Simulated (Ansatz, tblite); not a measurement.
Removing and adding an electron: B(phosphinine)H3 (C₅H₈BP). Total charge 0; singlet. Geometry: PBE0-D4/def2-SVP. Ansatz, gas phase; energy differences of separate SCF runs; the oxidised species was run as a doublet alone; the reduced species was run as a doublet alone.

```xyz
15

B    -1.195    2.494    0.231
P    -0.397    0.763    0.078
C    -0.248   -0.198   -1.332
C     0.397   -1.432   -1.325
C     0.977   -2.000   -0.190
C     0.963   -1.382    1.062
C     0.379   -0.143    1.309
H    -0.685    0.185   -2.258
H     0.449   -1.989   -2.265
H     1.462   -2.975   -0.284
H     1.438   -1.902    1.900
H     0.401    0.281    2.317
H    -1.623    2.523    1.373
H    -2.045    2.503   -0.644
H    -0.273    3.272    0.030
```

The xTB rows come from tblite. Correlated methods freeze 11 core orbitals. The rows differ in basis, and correlated rows in double-zeta sets carry the largest basis error. In CCSD on the charge 1 doublet the largest single amplitude is 0.15, so its Hartree–Fock determinant may place the open shell otherwise than the density functionals do.

```tsv
level	−HOMO (eV)	vertical IE (eV)	−LUMO (eV)	vertical EA (eV)	HOMO–LUMO gap (eV)	IE − EA (eV)	remarks
GFN1-xTB	11.43	14.09	8.12	5.28	3.31	8.81	–
PBE-D4/def2-TZVPD	6.40	–	2.65	0.25	3.75	–	HOMO above zero (-1 doublet)
revPBE-D4/def2-TZVPD	6.35	–	2.59	0.30	3.77	–	HOMO above zero (-1 doublet)
PBE0-D4/def2-TZVP	7.36	9.11	1.86	–	5.50	–	–
CCSD/def2-SVP	–	9.22	–	–	–	–	restricted SCF unstable (singlet), spin-contaminated (⟨S²⟩ 1.00) (+1 doublet)
```

(1) Estimate the rows for GFN2-xTB, PBE-D4/def2-TZVP, revPBE-D4/def2-TZVP, CCSD(T)/def2-SVP.

Answers

(1) 
| level | −HOMO (eV) | vertical IE (eV) | −LUMO (eV) | vertical EA (eV) | HOMO–LUMO gap (eV) | IE − EA (eV) | remarks |
| --- | --- | --- | --- | --- | --- | --- | --- |
| GFN2-xTB | 10.31 | 12.88 | 7.32 | 4.69 | 2.99 | 8.19 | – |
| PBE-D4/def2-TZVP | 6.39 | 8.94 | 2.63 | – | 3.76 | – | – |
| revPBE-D4/def2-TZVP | 6.33 | 8.97 | 2.56 | – | 3.78 | – | – |
| CCSD(T)/def2-SVP | – | 9.26 | – | – | – | – | restricted SCF unstable (singlet), spin-contaminated (⟨S²⟩ 1.00) (+1 doublet) |

Run but left out: HF/def2-SVP (singlet: restricted singlet, unstable towards broken spin symmetry); MP2/def2-SVP (charge +1 doublet: ⟨S²⟩ 1.00, where a pure state has 0.75).   A HOMO above zero means that the electron is unbound at that level or that self-interaction error raises the level; the energy of removing that electron tells which. Raw xTB energy differences between charge states are shifted by several eV; the methods need an empirical correction for them.
